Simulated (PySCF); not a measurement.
# KO: frontier orbitals

r²SCAN0 at R = 2.128 Å; K 6-31G(d,p), O 6-31G(d,p); no relativity (PySCF 2.14). State: ²Σ⁺ (doublet), unpaired electrons σ ↑. Only the outer orbitals are listed, counted within each symmetry.

| spin | orbital | occ. | ε (eV) | on K (%) | main shells (%) |
| --- | --- | --- | --- | --- | --- |
| α | 5σ | 1 | -38.69 | 100 | 100 K s |
| α | 6σ | 1 | -23.75 | 17 | 82 O s, 17 K p |
| α | 2π | 1 | -20.68 | 100 | 100 K p |
| α | 2π | 1 | -20.68 | 100 | 100 K p |
| α | 7σ | 1 | -20.01 | 82 | 81 K p, 17 O s |
| α | 8σ | 1 | -7.76 | 6 | 94 O p |
| α | 3π | 1 | -5.72 | 7 | 92 O p |
| α | 3π | 1 | -5.72 | 7 | 92 O p |
| α | 9σ | 0 | -0.73 | 100 | 81 K s, 19 K p |
| α | 4π | 0 | 0.34 | 100 | 95 K p |
| α | 4π | 0 | 0.34 | 100 | 95 K p |
| β | 5σ | 1 | -38.62 | 100 | 100 K s |
| β | 6σ | 1 | -21.72 | 55 | 55 K p, 44 O s |
| β | 2π | 1 | -20.64 | 100 | 100 K p |
| β | 2π | 1 | -20.64 | 100 | 100 K p |
| β | 7σ | 1 | -18.95 | 47 | 53 O s, 45 K p |
| β | 3π | 1 | -4.88 | 10 | 90 O p |
| β | 3π | 1 | -4.88 | 10 | 90 O p |
| β | 8σ | 0 | -0.79 | 96 | 74 K s, 22 K p |
| β | 4π | 0 | 0.38 | 100 | 94 K p |
| β | 4π | 0 | 0.38 | 100 | 94 K p |

Problem. Which are the highest filled and the lowest empty level, where do they sit, and how wide is the gap?

Solution. Highest filled β 3π at -4.88 eV (in %: 90 O p); lowest empty β 8σ at -0.79 eV (in %: 74 K s, 22 K p); the gap at r²SCAN0 is 4.09 eV.

| Item | Value |
| --- | --- |
| bond order (Mayer) | 0.77 |
| ⟨S²⟩ | 0.757 |
| charge on K (Mulliken, basis-dependent) | 0.59 |
| charge on K (Löwdin, basis-dependent) | 0.42 |
| dipole moment (positive dipole means K(−)O(+)) | -7.80 D |

The state is the lowest determinant that a PBE0 search found; another state may lie lower at other levels.
